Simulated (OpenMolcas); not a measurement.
What dynamic correlation does to the levels of Hf

* Program: OpenMolcas 26.06
* Basis: ANO-RCC-VDZP [7s6p4d2f1g]
* Scalar Hamiltonian: DKH2, point nucleus
* Active space: 4 electrons in 6 orbitals (5d 6s)
* State averaging: 2S+1 = 3 even, 55 roots; 2S+1 = 5 even, 10 roots kept (CI in the orbitals of an earlier block); 2S+1 = 1 even, 43 roots kept (CI in the orbitals of an earlier block)
* Spin-orbit coupling: state interaction with AMFI integrals over the reference wave functions, term energies averaged over their components

Methods on the same reference wave functions:
A. CASSCF
B. SS-CASPT2, IPEA 0.25 Eh, imaginary shift 0.1 Eh (closed shells correlated: 5s 5p)
C. MS-CASPT2, IPEA 0.25 Eh, imaginary shift 0.1 Eh (closed shells correlated: 5s 5p)

Energies in eV above 5d2 6s2 3F2, the measured ground level; measured values from NIST Handbook of Basic Atomic Spectroscopic Data.

```json
{"Level": "5d2 6s2 3F2", "A": "0.0000", "B": "0.0000", "C": "0.0000", "Measured": "0.0000"}
{"Level": "5d2 6s2 3F3", "A": "0.2656", "B": "0.281", "C": "0.291", "Measured": "0.2922"}
{"Level": "5d2 6s2 3F4", "A": "0.5260", "B": "0.541", "C": "0.555", "Measured": "0.5663"}
{"Level": "5d2 6s2 3P0", "A": "0.5265", "B": "0.531", "C": "0.487", "Measured": "0.6846"}
{"Level": "5d2 6s2 3P1", "A": "0.6277", "B": "0.648", "C": "0.611", "Measured": "0.8149"}
{"Level": "5d3 6s 5F1", "A": "1.0125", "B": "1.685", "C": "1.710", "Measured": ""}
{"Level": "5d3 6s 5F2", "A": "1.0984", "B": "1.773", "C": "1.797", "Measured": ""}
{"Level": "5d3 6s 5F3", "A": "1.2192", "B": "1.898", "C": "1.922", "Measured": ""}
{"Level": "5d3 6s 5F4", "A": "1.3663", "B": "2.049", "C": "2.074", "Measured": ""}
{"Level": "5d2 6s2 1G4", "A": "1.4085", "B": "1.428", "C": "1.420", "Measured": "1.3059"}
{"Level": "5d3 6s 5F5", "A": "1.5318", "B": "2.210", "C": "2.235", "Measured": ""}
{"Level": "5d3 6s 5P1", "A": "2.1896", "B": "2.712", "C": "2.725", "Measured": ""}
{"Level": "5d3 6s 5P2", "A": "2.2484", "B": "2.758", "C": "2.761", "Measured": ""}
{"Level": "5d3 6s 5P3", "A": "2.3790", "B": "2.908", "C": "2.933", "Measured": ""}
{"Level": "5d3 6s 3G3", "A": "2.6411", "B": "3.136", "C": "3.162", "Measured": ""}
{"Level": "5d3 6s 3G4", "A": "2.6781", "B": "3.199", "C": "3.224", "Measured": ""}
{"Level": "5d3 6s 3G5 [73 %]", "A": "2.7898", "B": "3.330", "C": "3.355", "Measured": ""}
{"Level": "5d3 6s 3F2(1)", "A": "2.8785", "B": "3.141", "C": "3.160", "Measured": ""}
{"Level": "5d3 6s 3D1 [70 %]", "A": "3.0130", "B": "3.261", "C": "3.276", "Measured": ""}
{"Level": "5d3 6s 3F3(1) [61 %]", "A": "3.0983", "B": "3.397", "C": "3.421", "Measured": ""}
{"Level": "5d3 6s 3D2 [63 %]", "A": "3.1678", "B": "3.435", "C": "3.443", "Measured": ""}
{"Level": "5d3 6s 3P0(1) [66 %]", "A": "3.2700", "B": "3.460", "C": "3.471", "Measured": ""}
```

Deviations, from unrounded energies. A percentage is the sum of absolute deviations over the sum of measured energies, with the sign that they share, or ± where signs differ.

```json
{"Against measurement": "mean absolute deviation (cm-1)", "Levels": "5", "A": "830", "B": "770", "C": "850"}
{"Against measurement": "fine structure of the ground term (%)", "Levels": "2", "A": "-7.8", "B": "-4.3", "C": "-1.5"}
{"Against measurement": "other terms of the ground configuration (%)", "Levels": "3", "A": "±16.0", "B": "±15.8", "C": "±18.4"}
```

B lies closest to measurement on these levels and C furthest from it. The largest miss of B in the table is 5d2 6s2 3P1, by -1300 cm-1. The ranking rests on the paired levels alone, and a cruder setting can come out closer through cancelling errors.

Between B and C the level of the table that moves most is 5d2 6s2 3P0, by 360 cm-1 (lowest in C, highest in B). Moves below CASPT2's spread within the term are not significant.

The mean deviations of B to C differ by less than CASPT2's widest spread within a term (770 cm-1), so their order carries little weight.

From A to B the spin-free energies of the other terms of 5d2 6s2 shown, above 3F, scale by a factor of 1.01.

The lowest spin-free term lies below A's lowest term by 0.205 hartree in B, 0.206 hartree in C.

Term energies are means over components that CASPT2 splits; among the terms shown or strongly mixed into the levels shown the widest spread is 770 cm-1 (5d2 6s2 3F, C). Over all roots computed the reference weight is 0.87 to 0.96 in B, 0.87 to 0.96 in C; the roots of lowest weight are the least certain, and an intruder state may touch them. Terms from blocks run as CI alone lack orbitals of their own. A single d shell beside an s shell can misplace configurations of different d count against each other. Without dynamic correlation excited terms often stand tens of per cent too high (terms of higher spin than the ground term too low), and those without a measured partner can miss by more than the paired ones (holds for A). The CASPT2 spread within a term exceeds the gap to the next term for 5d3 6s 3F(1) and 5d3 6s 3D, so the order of their levels is uncertain, and so are names and mixing where such terms share a J (holds for B; C). Some terms miss by over 15 % even with CASPT2, which points to a basis or an active space too small for the shells correlated (holds for B; C). Computed and measured levels are paired by configuration, term and J; levels that our copy of the source lacks, or whose pairing is in doubt (as where it misses far off the trend of its configuration), stay unpaired and out of the deviations. Levels of configurations outside the active space are missing. Levels that lie high or do not pair safely by name in every column are left out.

A share in square brackets marks a mixed level and gives the weight of the term that names it, the lowest over the columns. A number in round brackets counts repeated terms of one configuration in the order of the reference energies.
